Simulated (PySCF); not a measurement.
PySCF 2.14 output of an unrestricted r2SCAN calculation on a single atom or ion in dyall-acv3z, with the non-relativistic Hamiltonian (point nucleus):

```
SCF conv_tol = 1e-09
number electrons alpha = 5  beta = 4
    J. W. Furness, A. D. Kaplan, J. Ning, J. P. Perdew, and J. Sun.,  J. Phys. Chem. Lett. 11, 8208-8215 (2020)
    J. W. Furness, A. D. Kaplan, J. Ning, J. P. Perdew, and J. Sun.,  J. Phys. Chem. Lett. 11, 9248-9248 (2020)
    J. W. Furness, A. D. Kaplan, J. Ning, J. P. Perdew, and J. Sun.,  J. Phys. Chem. Lett. 11, 8208-8215 (2020)
    J. W. Furness, A. D. Kaplan, J. Ning, J. P. Perdew, and J. Sun.,  J. Phys. Chem. Lett. 11, 9248-9248 (2020)
cycle= 1 E= -128.144790348969  delta_E= -0.00684  |g|= 0.0157  |ddm|= 0.0454
cycle= 2 E= -128.144822401749  delta_E= -3.21e-05  |g|= 0.00176  |ddm|= 0.00309
cycle= 3 E= -128.144822894625  delta_E= -4.93e-07  |g|= 0.0007  |ddm|= 0.000483
cycle= 4 E= -128.144822972348  delta_E= -7.77e-08  |g|= 0.000191  |ddm|= 0.000176
cycle= 5 E= -128.144822979386  delta_E= -7.04e-09  |g|= 1.18e-05  |ddm|= 4.49e-05
cycle= 6 E= -128.144822979436  delta_E= -4.94e-11  |g|= 8.34e-07  |ddm|= 5.28e-06
converged SCF energy = -128.144822979436  <S^2> = 0.75168397  2S+1 = 2.0016833
```

The run itself started from symmetry-adapted Hartree-Fock orbitals and held the occupation by maximum overlap, on a logarithmic radial grid, so the iterations belong to that start.

Q: Which element, charge and spin multiplicity is this?

A: Ne⁺ (neon, charge +1), multiplicity 2; the state was [He] 2s2 2p5, 2P determinant.
